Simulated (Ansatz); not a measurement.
Species: C4H12O4Si, SMILES `O([Si](OC)(OC)OC)C` (charge 0, multiplicity 1), formula C4H12O4Si.

Question: How many basis functions does frozen-core CCSD(T)/cc-pVDZ // B3LYP-D3(BJ)/def2-SVP in Ansatz (a quantum-chemistry and plane-wave program) use, how many core orbitals are frozen, and how many electrons are correlated?

Answer: 190 basis functions and 13 frozen orbitals, which leaves 56 correlated electrons. Core time is of the order of minutes.
